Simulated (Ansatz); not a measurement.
Saddle point of CH5GaS, singlet (CH₅GaS ([CH3][GaH][SH]) → CH₃Ga ([CH3][Ga]) + H₂S; bonds formed: S2–H3; bonds broken: Ga1–S2, Ga1–H3), PBE0-D4/def2-TZVP structure:

Ga1  (-0.185, -0.895, -0.492)
S2  (0.820, 1.200, -1.674)
H3  (0.144, -0.429, -2.037)
C4  (-0.623, -0.213, 1.308)
H5  (1.934, 0.536, -2.021)
H6  (-1.284, 0.651, 1.203)
H7  (0.300, 0.121, 1.788)
H8  (-1.106, -0.971, 1.925)
(Å)

Energies are electronic, without zero-point energy. Barriers and step energies count from the start structure reached by relaxing down the imaginary mode; all methods use the PBE0-D4 structures, on which another method's saddle can fall below an end. Computed with Ansatz 0.2.0 (basis: def2-TZVPP, with def2-QZVPP for the basis limit); correlated methods freeze the cores. Filled d shells of the heavier atoms are correlated. The def2 sets are not built for correlating such inner shells, so the correlated values are less sure here. B3LYP uses VWN-RPA correlation. Extrapolation: Hartree–Fock as exp(−7.88 √X), correlation as X^−2.97.

```tsv
method	barrier (kcal/mol)	step energy (kcal/mol)
SPW92	46.53	37.98
PBE-D4	47.22	33.35
BLYP-D4	?	28.32
r2SCAN-D4	52.88	38.80
B97M-V	55.57	38.26
PBE0-D4	54.77	36.42
B3LYP-D4	52.90	31.44
r2SCAN0-D4	?	39.54
BHLYP-D4	61.75	34.67
CAM-B3LYP-D4	59.02	34.86
wB97X-V	62.92	38.19
wB97M-V	59.50	34.57
B2PLYP	56.19	35.34
PBE-QIDH	?	40.75
RPA on PBE	56.39	34.51
HF	74.75	36.86
MP2	59.93	40.64
CCSD	62.59	37.15
CCSD(T)	59.19	37.38
```

Problem. Fill in the withheld barriers. (To be estimated.)

Solution. Computed: r2SCAN0-D4 57.93; BLYP-D4 46.61; PBE-QIDH 61.01 kcal/mol. Each is the energy of the saddle less that of the start structure, by the same method.

For comparison, the barrier by CCSD(T) at an estimated basis limit (MP2 extrapolated from triple and quadruple zeta, plus CCSD(T) − MP2 in triple zeta) is 57.12 kcal/mol.

The T1 diagnostic stays at or below 0.016. The restricted Hartree–Fock reference is unstable towards an unrestricted one at one or more of these structures.

Labels in which every atom is bracketed show which atoms are joined, not bond orders.

For scale, one of the runs: CCSD(T)/def2-TZVPP, 191 basis functions, launched by `ansatz run in.yaml --threads 4 --pin off --events-out ev --progress --plain --max-ram 9574MiB`. Time: 40 s of wall clock on 4 CPU threads of an Arm Neoverse V1; the host was shared. Peak host memory: 2 GiB.
